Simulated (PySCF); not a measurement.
Vertical excitations of a molecule CH6FNSi from TDA-PBE0/def2-SVPD (PySCF), as energy in eV (oscillator strength): 6.42 (0.006), 7.38 (0.050), 7.42 (0.089), 7.80 (0.009), 7.85 (0.005), 8.27 (0.013), 8.62 (0.059), 8.82 (0.033), 8.94 (0.001), 9.11 (0.046). Lowest triplet (TDA): 6.11 eV. Geometry optimised at PBE0-D3(BJ)/def2-SVP. One conformer was computed; it need not be the lowest.

Task: Pick the molecule that these values belong to.
(A) NC[SiH2]F
(B) N[SiH2]CF
(C) CN[SiH2]F
(D) C[Si@H](N)F

Result: C, CN[SiH2]F
